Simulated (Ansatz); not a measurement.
Calculated with Ansatz (gas phase, PBE0-D4/def2-TZVP geometries, no zero-point term in ΔE). CCSD(T)/CBS adds triple-zeta CCSD(T) − MP2 to the extrapolated MP2 energy (def2 sets, frozen cores). This one scheme is used for every species. Functionals use def2-TZVPP. B3LYP here is the variant with VWN-RPA as its local correlation; programs differ in this. def2 core potentials past Kr. For Sn outer-core shells are correlated without core-valence functions, which leaves a few kJ/mol of doubt a bond. Each species was taken in one conformer, which may not be the lowest.

`[OH][Al]([SiH3])[SnH3]` + `NCBCl` → `[SiH3][Al]([Cl])[SnH3]` + `NCBO`  (redistribution)

`[OH][Al]([SiH3])[SnH3]`:

```xyz
11

O    -2.180   -0.328   -0.751
Al   -0.609   -0.084   -0.152
Si   -0.246    0.313    2.250
Sn    1.267   -0.181   -2.027
H    -2.964   -0.318   -0.202
H    -1.518    0.358    3.029
H     0.465    1.606    2.469
H     0.606   -0.761    2.838
H     1.217   -1.637   -2.925
H     2.846   -0.065   -1.374
H     1.116    1.097   -3.156
```

`NCBCl`:

```xyz
9

N    -0.978   -0.525    0.766
C    -0.380    0.158   -0.358
B     1.097    0.602   -0.225
Cl    2.111    0.037    1.082
H    -0.326   -1.163    1.201
H    -1.802   -1.045    0.499
H    -0.368   -0.422   -1.307
H    -0.963    1.054   -0.616
H     1.610    1.304   -1.043
```

`[SiH3][Al]([Cl])[SnH3]`:

Z-matrix (Å, degrees):
```
Si
Al 1 2.453
H 1 1.491 2 109.7
H 1 1.491 2 109.7 3 117.6
H 1 1.488 2 112.9 3 -121.2
Cl 2 2.108 1 117.3 3 121.0
Sn 2 2.657 1 126.3 3 -59.0
H 7 1.712 2 111.2 1 -58.8
H 7 1.712 2 111.1 1 59.5
H 7 1.708 2 113.0 1 -179.7
```

`NCBO`:

```xyz
10

N    -1.061   -0.410   -0.500
C     0.209   -0.633    0.205
B     0.954    0.747    0.403
O     0.457    1.808   -0.256
H    -1.804   -0.217    0.159
H    -1.347   -1.218   -1.034
H     0.862   -1.246   -0.431
H     0.109   -1.204    1.138
H     1.937    0.889    1.075
H    -0.316    1.484   -0.759
```

```json
{"level": "PBE-D4", "ΔE (kJ/mol)": "-84.1", "difference from CCSD(T)/CBS": "0.0"}
{"level": "r2SCAN-D4", "ΔE (kJ/mol)": "-83.6", "difference from CCSD(T)/CBS": "0.5"}
{"level": "PBE0-D4", "ΔE (kJ/mol)": "-87.2", "difference from CCSD(T)/CBS": "-3.1"}
{"level": "B3LYP-D4", "ΔE (kJ/mol)": "-84.0", "difference from CCSD(T)/CBS": "0.1"}
{"level": "ωB97X-V", "ΔE (kJ/mol)": "-84.9", "difference from CCSD(T)/CBS": "-0.8"}
{"level": "ωB97M-V", "ΔE (kJ/mol)": "-86.2", "difference from CCSD(T)/CBS": "-2.1"}
{"level": "B2PLYP", "ΔE (kJ/mol)": "-83.4", "difference from CCSD(T)/CBS": "0.7"}
{"level": "PBE", "ΔE (kJ/mol)": "-84.0", "difference from CCSD(T)/CBS": "0.1"}
{"level": "r2SCAN", "ΔE (kJ/mol)": "-83.6", "difference from CCSD(T)/CBS": "0.5"}
{"level": "PBE0", "ΔE (kJ/mol)": "-87.1", "difference from CCSD(T)/CBS": "-3.0"}
{"level": "B3LYP", "ΔE (kJ/mol)": "-83.9", "difference from CCSD(T)/CBS": "0.2"}
{"level": "HF/def2-TZVPP", "ΔE (kJ/mol)": "-87.3", "difference from CCSD(T)/CBS": "-3.2"}
{"level": "MP2/def2-TZVPP", "ΔE (kJ/mol)": "-82.1", "difference from CCSD(T)/CBS": "2.0"}
{"level": "SCS-MP2/def2-TZVPP", "ΔE (kJ/mol)": "-81.9", "difference from CCSD(T)/CBS": "2.2"}
{"level": "CCSD/def2-TZVPP", "ΔE (kJ/mol)": "-84.3", "difference from CCSD(T)/CBS": "-0.2"}
{"level": "CCSD(T)/def2-TZVPP", "ΔE (kJ/mol)": "-84.3", "difference from CCSD(T)/CBS": "-0.2"}
{"level": "HF/def2-QZVPP", "ΔE (kJ/mol)": "-86.2", "difference from CCSD(T)/CBS": "-2.1"}
{"level": "MP2/def2-QZVPP", "ΔE (kJ/mol)": "-81.6", "difference from CCSD(T)/CBS": "2.5"}
{"level": "SCS-MP2/def2-QZVPP", "ΔE (kJ/mol)": "-81.7", "difference from CCSD(T)/CBS": "2.4"}
{"level": "HF/CBS(def2)", "ΔE (kJ/mol)": "-86.1", "difference from CCSD(T)/CBS": "-2.0"}
{"level": "MP2/CBS(def2)", "ΔE (kJ/mol)": "-81.9", "difference from CCSD(T)/CBS": "2.2"}
{"level": "CCSD/CBS(def2)", "ΔE (kJ/mol)": "-84.1", "difference from CCSD(T)/CBS": "0.0"}
{"level": "CCSD(T)/CBS", "ΔE (kJ/mol)": "-84.1", "difference from CCSD(T)/CBS": "0"}
```

Largest T1 diagnostic among the species: 0.014.

From PBE to PBE0 (25 % exact exchange), in def2-TZVPP and without D4, ΔE moves by −3.0 kJ/mol.
